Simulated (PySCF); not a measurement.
Species: C2H10BN.
Atom-mapped SMILES: `[BH3-:1][NH2+:2][CH2:3][CH3:4]` (hydrogens: H5, H6, H7 on B1; H8, H9 on N2; H10, H11 on C3; H12, H13, H14 on C4)

Computed by this run: PBE0-D3(BJ)/def2-SVP geometry optimisation, gas phase (PySCF); density fitting, grid level 1; the optimiser is geomeTRIC in internal coordinates, started from a GFN2-xTB structure with every atom displaced at random (about 0.01 Å).

Step 0: E = -4395.0109 eV
```
atom  x, y, z in Å  |  force x, y, z in eV/Å
B1      2.0684   -0.4049   -0.0497   -0.920   1.222  -0.249
N2      0.5078    0.1206   -0.3716    1.093   0.102   1.523
C3     -0.5288   -0.4637    0.4849    0.897   0.250   0.657
C4     -1.8752    0.0406    0.1546   -1.893  -0.306   0.493
H5      2.7290    0.1893   -0.8543    0.405   0.268  -0.410
H6      2.0433   -1.5558   -0.2182   -0.014  -1.503  -0.181
H7      2.2847   -0.0642    1.0727    0.127   0.163   0.718
H8      0.5349    1.1422   -0.2809   -0.157  -0.247  -0.099
H9      0.3297   -0.0988   -1.3228   -0.282  -0.156  -1.324
H10    -0.4533   -1.5481    0.3940    0.059  -0.294  -0.070
H11    -0.2581   -0.2203    1.5342    0.005  -0.114  -0.336
H12    -1.9683    1.1193    0.2835    0.059   0.414  -0.007
H13    -2.6655   -0.4108    0.8123    0.585   0.225  -0.276
H14    -2.1918   -0.2108   -0.8591    0.036  -0.023  -0.437
```

Step 1: E = -4395.1614 eV
```
atom  x, y, z in Å  |  force x, y, z in eV/Å
B1      2.0395   -0.3809   -0.0445    0.153  -0.279   0.004
N2      0.5410    0.1183   -0.3699   -0.272   0.048  -0.425
C3     -0.5106   -0.4544    0.4797   -0.205  -0.074  -0.004
C4     -1.9117    0.0444    0.1629    0.370   0.037  -0.069
H5      2.7625    0.1999   -0.8466    0.009  -0.005   0.007
H6      2.0202   -1.6080   -0.2180    0.030   0.245   0.057
H7      2.2611   -0.0608    1.1204   -0.008  -0.022  -0.034
H8      0.5099    1.1375   -0.3085    0.053   0.046   0.042
H9      0.3471   -0.0931   -1.3583    0.040   0.022   0.285
H10    -0.4421   -1.5477    0.3743    0.026   0.034   0.002
H11    -0.2304   -0.2262    1.5165    0.022   0.007   0.050
H12    -1.9904    1.1364    0.2853   -0.020   0.008   0.002
H13    -2.6236   -0.4204    0.8505   -0.185  -0.060   0.091
H14    -2.2158   -0.2104   -0.8644   -0.012  -0.008  -0.007
```

Task: Estimate the geometry and energy of step 2. (The exact step hangs on the optimiser's Hessian estimate; all steps are aligned on step 1, rigid shifts and turns removed.)

Result: E = -4395.1682 eV, largest force 0.124 eV/Å
```
atom  x, y, z in Å  |  force x, y, z in eV/Å
B1      2.0438   -0.3821   -0.0485    0.060  -0.091  -0.003
N2      0.5332    0.1177   -0.3698   -0.058   0.045  -0.101
C3     -0.5147   -0.4584    0.4850   -0.059  -0.004   0.028
C4     -1.9080    0.0449    0.1626    0.060  -0.031   0.035
H5      2.7648    0.1992   -0.8520   -0.015   0.010  -0.001
H6      2.0331   -1.6007   -0.2158   -0.008   0.068   0.016
H7      2.2678   -0.0612    1.1140   -0.015   0.003  -0.004
H8      0.5075    1.1379   -0.3050    0.032  -0.016   0.027
H9      0.3347   -0.0949   -1.3508    0.007  -0.006   0.044
H10    -0.4435   -1.5504    0.3774    0.011   0.001  -0.001
H11    -0.2326   -0.2312    1.5234    0.009   0.002  -0.009
H12    -1.9843    1.1375    0.2832   -0.008   0.002   0.003
H13    -2.6397   -0.4155    0.8432   -0.006   0.020  -0.030
H14    -2.2052   -0.2081   -0.8675   -0.011  -0.001  -0.004
```

The energy changes by -0.0068 eV. The first-order estimate −F·Δx gives -0.0116 eV and the mean of the old and new forces, exact on a quadratic surface, -0.0068 eV. The step makes an angle of 69° with the force vector and moves no atom by more than 0.018 Å.

What follows is the cost of the whole optimisation. The run took 21 s of wall time on one thread, Intel Xeon Platinum 8259CL at 2.50 GHz (x86_64), shared host, and the process peaked at 0.44 GiB of memory.
